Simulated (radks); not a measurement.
Results of a calculation; reference values are marked as such.
Question: The mean radii <r> (bohr) of the occupied orbitals of an atom or ion are listed with their occupations. Code: a radial shooting solver on a logarithmic mesh with Libxc functionals. Model: scalar-relativistic Kohn-Sham, PBE, spin-unpolarised, spherical densities, point nucleus.

| orbital | occ. | <r> |
|---|---|---|
| 1s | 2 | 0.02781 |
| 2s | 2 | 0.1196 |
| 2p | 6 | 0.1045 |
| 3s | 2 | 0.3169 |
| 3p | 6 | 0.3135 |
| 3d | 10 | 0.2874 |

Name the element and its charge.

Answer: Z = 52, tellurium, charge +24: Te24+ in [Ar] 3d10. The 1s radius gives Z: for a bare nucleus <r> = (2 gamma + 1)/(2Z) with gamma = sqrt(1 - (Z/c)^2), 0.02741 bohr for Z = 52, and screening makes it slightly larger (0.02781 here). The occupations add up to 28, and the charge is Z minus that.
